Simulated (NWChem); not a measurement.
System: SiHI₂, doublet; SMILES I[SiH]I

Computed with NWChem. Spin-unrestricted. Medium grid unless said otherwise, to which SCAN and Minnesota functionals are sensitive. In the optimisation the excess spin sits in a' (Cs, its own frame). Geometry: optimised at PBE-D3(BJ)/def2-SVP, spin-unrestricted. No stability test was run on the SCF state. def2 effective core potentials on I; no spin-orbit coupling.

Problem. Estimate the computed values for M06/def2-SVP. Quantities: highest occupied level (eV); lowest empty minus highest occupied level, either spin (eV); dipole (D); <S²>.

Solution. 
| Quantity | Result |
|---|---|
| highest occupied level (eV) | -6.33 |
| lowest empty minus highest occupied level, either spin (eV) | 2.57 |
| dipole (D) | 0.67 |
| <S²> | 0.753 |
